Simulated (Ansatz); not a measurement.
`COB(Br)OC` + `CC(O)S` → `COB(C)Br` + `COC(O)S`  (formal exchange of groups at a B–O bond)

Calculated with Ansatz (gas phase, PBE0-D4/def2-TZVP geometries, no zero-point term in ΔE). CCSD(T)/CBS is the MP2 limit (def2-TZVPP, def2-QZVPP) plus CCSD(T) − MP2 in def2-TZVPP, frozen cores. For Br outer-core shells are correlated without core-valence functions, which leaves a few kJ/mol of doubt a bond. Scalar relativity is left out up to krypton. One conformer a species, not always the lowest.

| species | CCSD(T)/def2-TZVPP energy (Eh) |
| --- | --- |
| `COB(Br)OC` | -2827.55883 |
| `CC(O)S` | -552.53364 |
| `COB(C)Br` | -2752.39484 |
| `COC(O)S` | -627.65199 |

**Question.** Work out ΔE.

**Answer.** ΔE = (-2752.39484) + (-627.65199) − (-2827.55883) − (-552.53364) = 0.04564 Eh = +119.8 kJ/mol. CCSD(T)/CBS gives +120.5 kJ/mol.

Largest T1 diagnostic among the species: 0.012.

From PBE to PBE0 (25 % exact exchange), in def2-TZVPP and without D4, ΔE moves by +5.7 kJ/mol. In def2-TZVPP, CCSD(T) changes the Hartree–Fock value by −6.9 kJ/mol (the triples alone add −2.2 kJ/mol) and MP2 by −4.1 kJ/mol.
